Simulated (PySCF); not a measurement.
Cobalt: a sound run and one with changed settings

Sound run: Co(2+) [Ar] 3d7, Co(3+) [Ar] 3d6. Calculation: PySCF 2.14, in cc-pVTZ; no relativity, point nucleus. The sound run starts from symmetry-adapted Hartree-Fock orbitals and uses a fine grid where one is needed.

A second run was set up differently.

| species | method | sound run (hartree) | changed run (hartree) | converged |
| --- | --- | --- | --- | --- |
| Co(2+) | UHF | -1380.60982 | -1380.60982 | yes |
| Co(2+) | M06-L | -1381.78516 | -1382.86762 | yes |
| Co(2+) | LDA | -1379.21087 | -1379.90513 | yes |
| Co(3+) | UHF | -1379.45413 | -1379.45413 | yes |
| Co(3+) | M06-L | -1380.55222 | -1381.57974 | yes |
| Co(3+) | LDA | -1377.93865 | -1378.59836 | yes |

Ionisation energy of Co(2+):

```json
{"method": "UHF", "sound run (eV)": "31.448", "changed run (eV)": "31.448"}
{"method": "M06-L", "sound run (eV)": "33.550", "changed run (eV)": "35.045"}
{"method": "LDA", "sound run (eV)": "34.619", "changed run (eV)": "35.559"}
```

**Question.** What was changed?
A. all electrons correlated in a valence basis
B. level shift left on
C. too few SCF iterations
D. angular grid far too coarse

**Answer.** D. It used 14 angular points. A coarse angular grid integrates products of high-l functions wrongly, so density functionals can shift, and the SCF can exploit the error; Hartree-Fock and MP2 need no grid.
